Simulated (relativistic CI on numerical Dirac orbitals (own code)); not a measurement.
Br XXI: sensitivity of the levels to the model

Base calculation: Dirac-Coulomb-Breit CI, separate exchange-only KLI orbitals for each configuration, model QED (radiative potential, 1s self-energy scaled to tabulated hydrogen-like ionisation energies), unscaled Slater integrals.

Configurations in the expansion (outside the closed core [Ne]): 3s²3p³, 3s3p⁴, 3s²3p²3d, 3p⁵, 3s3p³3d, 3p⁴3d, 3s3p²3d², 3s²3p3d4p, 3p⁴4s, 3s²3p²4s, 3p⁴4p, 3s3p²3d4s, 3s²3p²4p, 3s²3p²4d, 3s3p³4s, 3s²3p²4f, 3p³3d4p, 3s3p³4p, 3s3p³4d, 3s3p³4f, 3s²3p²5s, 3s²3p²5p, 3s²3p4s4p, 3s²3p²5d, 3s²3p²5f, 3s²3p²5g, 3s3p²4s², 3s3p³5s, 3s²3p3d², 3s²3d³, 3s3p3d³, 3s²3d²4s, 3s²3d²4p, 3s²3d²4d, 3p³3d², 3p²3d³, 3p²3d²4s, 3p²3d²4p, 3p²3d²4d, 3s²3p3d4s, 3s3p3d²4s, 3s²3d4s², 3s²3d4s4p, 3s²3d4s4d, 3s3p²3d4p, 3s3p3d²4p, 3s3p3d4s4p, 3s3p3d4p², 3s3p3d4p4d, 3p³3d4s, 3p²3d4s², 3p²3d4s4p, 3p²3d4s4d, 3s²3p4s², 3s3p3d4s², 3s²4s²4p, 3s²4s²4d, 3s²3p4p², 3s²3d4p², 3s²4s4p², 3s²4p³, 3s²4p²4d, 3s3p²4s4p, 3s3p4s²4p, 3s3p4s4p², 3s3p4s4p4d. Double excitations out of closed p, d and f shells are left out; levels of such configurations are missing from the list, as are those of other unlisted configurations, and high levels can miss mixing partners. These lack a partner that the ground configuration has and come out too high: 3s²3p²4f, 3s3p³4d, 3s3p³4f, 3s²3p²5s, 3s²3p²5p.

The lowest level and the first level of each name with at least 55 % of one term (blank where a level has no safe partner in the second run):

```
         Level  Base (cm⁻¹)  Shift (cm⁻¹)
 3s²3p³ ⁴S°3/2            0             0
 3s²3p³ ²D°3/2        72210          -389
 3s²3p³ ²D°5/2        98497        -26677
 3s²3p³ ²P°1/2       144123        -28318
 3s²3p³ ²P°3/2       196777        -80972
   3s3p⁴ ⁴P5/2       484625        -57003
   3s3p⁴ ⁴P3/2       529763       -102141
   3s3p⁴ ⁴P1/2       541774       -114152
   3s3p⁴ ²D3/2       605631        -79492
   3s3p⁴ ²D5/2       625912        -99774
3s²3p²3d ⁴F3/2       697427              
3s²3p²3d ⁴F5/2       713508        -23004
3s²3p²3d ²F5/2       740670        -28250
3s²3p²3d ⁴F7/2       746511        -56006
3s²3p²3d ⁴D1/2       748423        -35637
3s²3p²3d ⁴D3/2       765263              
3s²3p²3d ⁴F9/2       774215        -83710
3s²3p²3d ²G7/2       856261        -70360
3s²3p²3d ⁴P5/2       860955        -53447
3s²3p²3d ⁴P3/2       874084        -66576
3s²3p²3d ²G9/2       876608        -90706
3s²3p²3d ⁴P1/2       880056        -72548
```

At this charge energies of transitions that change n are usually good to better than 1 %, and those within a shell (Δn = 0) to a few per cent.

Task: One thing was changed in a second run, which moved the levels as shown. Which?
A. only the first 3 configurations
B. non-relativistic limit
C. QED terms removed
D. Breit term removed
E. configuration mixing switched off

Result: B. Non-relativistic limit. Without relativity the fine structure collapses and s electrons lose their extra binding.

LS names give the leading component of a level, which can be under half, so a name can repeat, a term be missing and a line seem to break the LS rules.
